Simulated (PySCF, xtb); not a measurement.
SbI3, SMILES [I][Sb]([I])[I].

GFN2-xTB in xtb at its own geometry gives an orbital gap of 3.92 eV and a dipole moment of 7.53 D.

Coordinates come from a PBE-D3(BJ)/def2-SVP optimisation. The isomer is the one that the SMILES or the coordinates give; other isomers of the formula were not compared. The def2 effective core potentials stand for the cores of I, Sb; spin–orbit coupling is left out.

### Question
What does CAM-B3LYP/def2-TZVP (PySCF) give? (The exact figures need the calculation; the answer reports its results.)

### Answer
gap 6.52 eV (levels -8.62 and -2.10 eV), dipole 1.75 D.
